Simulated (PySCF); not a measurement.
## Shieldings and the share of exact exchange

Molecule: SMILES COB(O)OC, C₂H₇BO₃.

Atoms are numbered as in `[CH3:1][O:2][B:3]([OH:4])[O:5][CH3:6]`. Each H is labelled by its parent atom.

GIAO shieldings (ppm, equivalent atoms averaged) in PySCF on the PBE0-D3(BJ)/def2-SVP geometry, basis pcSseg-1, gas phase, non-relativistic:

| functional | exact exchange (%) | σ(C1/C6) | σ(O4) | σ(O2/O5) | σ(B3) |
| --- | --- | --- | --- | --- | --- |
| BLYP | 0 | 121.1 | 244.8 | 259.8 | 76.3 |
| BP86 | 0 | 125.8 | 246.5 | 264.4 | 79.0 |
| PBE | 0 | 126.5 | 246.2 | 263.1 | 78.6 |
| B3LYP | 20 | 126.3 | 250.7 | 270.1 | 79.8 |
| mPW1PW91 | 25 | 131.2 | 252.9 | 274.2 | 82.7 |
| BHandHLYP | 50 | 132.9 | 258.8 | 283.3 | 84.9 |
| HF | 100 | 142.9 | 270.2 | 302.3 | 94.5 |

Problem. Fit each shielding as a line in the percentage of exact exchange.

Solution. σ(C1/C6) = 124.4 + 0.18 x (rms 1.9 ppm); σ(O4) = 246.0 + 0.25 x (rms 0.6 ppm); σ(O2/O5) = 262.7 + 0.40 x (rms 1.4 ppm); σ(B3) = 77.7 + 0.16 x (rms 1.1 ppm). The functionals also differ in their semilocal parts, which the line can't hold; Hartree–Fock has no correlation at all.

Problem. What does the line predict for PBE0 (25 %), and what does the run give?

Solution. σ(C1/C6): 128.9 predicted, 132.2 computed; σ(O4): 252.2 predicted, 253.4 computed; σ(O2/O5): 272.7 predicted, 275.1 computed; σ(B3): 81.7 predicted, 82.7 computed ppm.
